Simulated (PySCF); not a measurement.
Ge²⁺ (germanium, charge +2) across methods

[Ar] 3d10 4s1 4p1, 4s spin antiparallel (an excited configuration). All numbers are calculated (PySCF 2.14, scalar relativity by spin-free X2C-1e, in aug-cc-pVTZ-DK (7s6p4d2f, 59 functions)).

```
 method  E (hartree)  mean ε 3d α (eV)  mean ε 4s β (eV)  mean ε 4p α (eV)  Σ⟨r²⟩ (bohr²)   ⟨S²⟩
 M06-2X    -2097.604           -59.122           -31.761           -22.459          21.50  1.000
    UHF  -2095.88989           -65.311           -33.679           -23.397          21.77  1.000
    PBE    -2097.226           -51.060           -30.257           -20.879          21.32  1.000
r2SCAN0    -2097.452           -55.442           -31.634           -21.867          21.35  1.000
 r2SCAN    -2097.485           -51.780           -30.619           -21.092          21.31  1.000
   PBE0    -2097.252           -54.896           -31.322           -21.715          21.36  1.000
wB97X-V    -2097.337           -57.152           -33.699           -23.791          21.37  1.000
    LDA    -2094.202           -51.426           -30.631           -20.938          21.22  1.000
   MN15    -2098.906           -56.089           -31.769           -22.474          21.39  1.000
```

With the s spin flipped the determinant is a mixture of two multiplicities, not a spectroscopic state.
